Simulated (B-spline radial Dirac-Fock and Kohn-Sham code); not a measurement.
# The F-like isoelectronic sequence (9 electrons), Z = 69 to 77

Method: ΔSCF Dirac-Fock with Breit, self-energy and vacuum polarisation, finite nucleus, configuration average. Computed with a radial finite-basis atomic code. Binding energies in eV, tabulated ground configurations ([He] 2s2 2p5 throughout). Electron correlation is not included.

```tsv
ion	1s	2s	outermost level	NIST ionisation energy
Tm⁶⁰⁺	64842.8	15066.8	14004.4 (2p)	13651 ± 10
Yb⁶¹⁺	?	?	?	?
Lu⁶²⁺	69084.4	16116.7	14943.0 (2p)	14542 ± 15
Hf⁶³⁺	71268.5	16658.7	15425.2 (2p)	14999 ± 19
Ta⁶⁴⁺	73495.0	17212.3	15916.1 (2p)	15461 ± 24
W⁶⁵⁺	75764.8	17777.7	16415.8 (2p)	15896 ± 11
Re⁶⁶⁺	78078.6	18355.1	16924.3 (2p)	16410 ± 40
Os⁶⁷⁺	80436.7	18944.7	17441.8 (2p)	16900 ± 40
Ir⁶⁸⁺	82840.8	19546.9	17968.3 (2p)	17390 ± 50
```

Task: Fill in the row of Yb⁶¹⁺.

Result: 1s 66942.8, 2s 15586.1, outermost 14469.4 (2p), NIST 14093 ± 12 eV.

NIST's values are for the lowest levels; a dash marks a value that is missing or belongs to another shell. Their kind here: semi-empirical, theoretical. Where a p, d or f shell is open in either ion the computed value averages over both j values and all terms, while the table refers to the lowest levels; that difference holds spin-orbit splitting (largest in heavy or highly charged ions), term energies where several electrons share open shells, and correlation, and it can reach 10 % or more.
